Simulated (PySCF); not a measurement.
Species: C3H5BF2S.
Cartesian coordinates in Å at the PBE0-D3(BJ)/def2-SVP level; atoms count from 1:
```xyz
12
C3H5BF2S angstrom
C     -0.030   -1.323    0.170
C     -0.675   -0.151    0.011
S      0.048    1.430   -0.204
C      1.805    1.065   -0.129
B     -2.232   -0.143    0.006
F     -2.918    0.963   -0.194
F     -2.919   -1.251    0.202
H     -0.612   -2.239    0.297
H      1.058   -1.421    0.179
H      2.112    0.400   -0.951
H      2.326    2.026   -0.233
H      2.077    0.613    0.837
```

Theory: PBE0-D3(BJ)/def2-SVP geometry optimisation, gas phase (PySCF).

Masses are those of the commonest isotopes; rigid-rotor values at the optimised geometry. The values belong to one conformer with, in the numbering `[CH2:1]=[C:2]([S:3][CH3:4])[B:5]([F:6])[F:7]`, C1–C2–S3–C4 -1°.

Problem. Give the principal moments of inertia and the rotational constants in MHz.

Solution. Ia = 121.85, Ib = 368.31, Ic = 486.77 u·Å²; 505379 MHz·u·Å²/I gives A = 4148, B = 1372, C = 1038 MHz.

Problem. Classify the top.

Solution. An asymmetric top. Ray's parameter κ = (2B − A − C)/(A − C) = -0.785; −1 is the prolate and +1 the oblate limit.

Problem. Is it planar, by Δ = Ic − Ia − Ib?

Solution. Not planar: Δ = Ic − Ia − Ib = -3.38 u·Å². For a rigid frame Δ = −2 Σ m c², so Σ m c² = 1.69 u·Å² lies off the ab plane: 1.64 from hydrogen and 0.05 from heavier atoms. The atom farthest from that plane is 0.90 Å away.

Problem. Give the other two planar moments, Paa and Pbb, and the rms extents of the mass along the axes.

Solution. Paa = Σ m a² = (Ib + Ic − Ia)/2 = 366.62 and Pbb = Σ m b² = (Ia + Ic − Ib)/2 = 120.15 u·Å². With the mass M = 122.02 u, the rms extents √(P/M) along a, b and c are 1.73, 0.99, 0.12 Å.

Problem. Where do the levels up to J = 3 lie, in cm⁻¹?

Solution. Above 0(0,0):
J = 1: 1(0,1) 0.0804, 1(1,1) 0.1730, 1(1,0) 0.1841
J = 2: 2(0,2) 0.2403, 2(1,2) 0.3226, 2(1,1) 0.3561, 2(2,1) 0.6338, 2(2,0) 0.6348
J = 3: 3(0,3) 0.4777, 3(1,3) 0.5466, 3(1,2) 0.6134, 3(2,2) 0.8750, 3(2,1) 0.8797, 3(3,1) 1.3663, 3(3,0) 1.3664
The levels of one J sum to (2J + 1)J(J + 1)(A + B + C)/3.

Problem. Predict some low-J microwave lines.

Solution. The dipole components are |μa| = 2.25 D, |μb| = 1.67 D, |μc| = 0.01 D. The squared components, which scale the intensities, stand as 1.00 : 0.55 : 0.00 (a : b : c). Some of the stronger lines:

```
type  branch         J(Ka,Kc)    MHz  lower level (cm⁻¹)
   a       Q  1(1,0) ← 1(1,1)    334               0.173
   a       Q  2(1,1) ← 2(1,2)   1002               0.323
   b       R  2(0,2) ← 1(1,1)   2017               0.173
   a       R  1(0,1) ← 0(0,0)   2410               0.000
   b       Q  2(1,1) ← 2(0,2)   3472               0.240
   a       R  2(1,1) ← 1(1,0)   5155               0.184
   b       R  1(1,1) ← 0(0,0)   5186               0.000
   b       Q  2(2,0) ← 2(1,1)   8355               0.356
   b       R  2(2,1) ← 1(1,0)  13481               0.184
   b       R  2(2,0) ← 1(1,1)  13844               0.173
```

Whether it is a minimum is left open (no frequencies). No vibrational averaging or centrifugal distortion is included, and the geometry carries the error of its method. A rigid rotor knows nothing of internal rotation, which can split or shift real lines. Quadrupole hyperfine structure (11B) is left out.
